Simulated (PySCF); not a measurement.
C$_{5}$H$_{14}$NSi (SMILES [CH2]N(C)[Si](C)(C)C), doublet, at a GFN2-xTB geometry.

PySCF was given this input:
```python
from pyscf import gto, scf, dft

mol = gto.Mole()
mol.atom = '''
    C     1.926319   -0.484117    1.035644
    N     1.170869    0.074577    0.028461
    C     1.924257    0.476404   -1.135008
    Si   -0.576743   -0.015908    0.033241
    C    -1.250230    1.216673   -1.252876
    C    -1.186991    0.459722    1.775564
    C    -1.205305   -1.775641   -0.386387
    H     1.429950   -0.749988    1.944652
    H     2.984350   -0.309867    1.034691
    H     2.747855    1.130786   -0.838895
    H     1.283566    1.010938   -1.829038
    H     2.349555   -0.391901   -1.647779
    H    -0.818400    2.205887   -1.138130
    H    -1.068901    0.885944   -2.270562
    H    -2.324341    1.316771   -1.136714
    H    -0.986022   -0.327449    2.494708
    H    -2.259074    0.628916    1.774923
    H    -0.709847    1.365349    2.137048
    H    -0.948864   -2.062525   -1.402616
    H    -0.765578   -2.512255    0.279892
    H    -2.284223   -1.848183   -0.288406
'''
mol.basis = '6-31g'
mol.charge = 0
mol.spin = 1
mol.verbose = 4
mol.build()

mf = dft.ROKS(mol)
mf.xc = 'b3lyp'
mf = mf.density_fit(auxbasis='def2-universal-jkfit')
mf.kernel()
```

Task: Predict the dipole moment from DF-B3LYP/6-31G (PySCF).

Result: 1.17 D

Task: What is the computed total energy (DF-B3LYP/6-31G)?

Result: -543.100073 Ha

Task: Estimate the Mulliken (on the basis functions themselves) charges in atom order that DF-B3LYP/6-31G returns for this input.

Result: C1 -0.14, N2 -0.70, C3 -0.23, Si4 1.16, C5 -0.73, C6 -0.72, C7 -0.70, H8 0.11, H9 0.11, H10 0.14, H11 0.14, H12 0.14, H13 0.16, H14 0.16, H15 0.16, H16 0.16, H17 0.15, H18 0.16, H19 0.15, H20 0.16, H21 0.15

These values belong to the state on which the SCF converged, which isn't shown to be the lowest.

Task: Roughly what does it cost on one core?

Result: very roughly 29 core-seconds.
